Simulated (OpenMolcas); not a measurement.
# Cu⁴⁺: Racah parameters, the spin-orbit constant, worked from levels

```
Program             : OpenMolcas
Basis               : ANO-R2 [6s4p4d2f1g]
Scalar Hamiltonian  : X2C, finite nucleus
Active space        : 7 electrons in 10 orbitals (3d 4d)
State averaging     : 2S+1 = 4 even, 10 roots; 2S+1 = 2 even, 40 roots
Spin-orbit coupling : state interaction with AMFI integrals over the reference wave functions, term energies averaged over their components
```

Methods: CASSCF; MS-CASPT2, IPEA 0.25 Eh, imaginary shift 0.1 Eh (closed shells correlated: 3s 3p). Measured levels: Sugar and Musgrove, J. Phys. Chem. Ref. Data 19, 527 (1990).

**Racah parameters.** Above ⁴F, d7 has ⁴P at 15B, ²G at 4B + 3C and ²H at 9B + 3C. The first two fix B and C, and the third tests them; where it misses by thousands of cm-1, two parameters do not describe the configuration (Trees and configuration-interaction terms are left out) and B and C hang on the terms chosen. Term energies are centres of gravity, weighted by 2J + 1.

```tsv
Source	⁴P	²G	B	C	C/B	²H from B, C	²H found
CASSCF	22954	23950	1530	5943	3.88	31599	31825
MS-CASPT2	19626	22028	1308	5598	4.28	28566	30198
measured	19534	21696	1302	5496	4.22	28206	29491
```

Energies in cm-1. From CASSCF to MS-CASPT2, B changes by -14.5 % and C by -5.8 %. Against the measured terms, MS-CASPT2 has B off by +0.5 % and C by +1.9 %.

**The spin-orbit constant.** For the Hund term ⁴F of d7, E(J) = (A/2) J(J+1) + constant and ζ = -2S·A = -3A. From J = 3/2 to J = 9/2 the energy changes by 10.5 A.

```json
{"Source": "CASSCF", "E(9/2) - E(3/2)": "-3362.6", "A": "-320.2", "ζ": "961"}
{"Source": "MS-CASPT2", "E(9/2) - E(3/2)": "-3352.9", "A": "-319.3", "ζ": "958"}
{"Source": "measured", "E(9/2) - E(3/2)": "-3528.1", "A": "-336.0", "ζ": "1008"}
```

All in cm-1. MS-CASPT2 is off by -5.0 % and CASSCF by -4.7 %. Both methods take the spin-orbit matrix elements from the reference wave functions, so the second can move ζ only through the term energies and any multistate remixing. Second-order mixing with other terms is absorbed into this ζ.

CASPT2 does not keep the components of a term degenerate, so their means are used; among the terms shown or strongly mixed into the levels shown the widest spread is 800 cm-1 (3d⁷ ⁴F, MS-CASPT2). Active for correlation alone: 4d; no level in the range computed is led by a configuration that fills it, so any true level of that kind is missing. Without dynamic correlation excited terms often stand tens of per cent too high (terms of higher spin than the ground term too low), and those without a measured partner can miss by more than the paired ones (holds for CASSCF). Measured partners are found by configuration, term and J. A level has none where our copy of the source lacks it or the pairing is in doubt (some pairs that miss far off the trend of their configuration count as doubtful), and it then counts in no deviation. Levels of configurations outside the active space are missing.
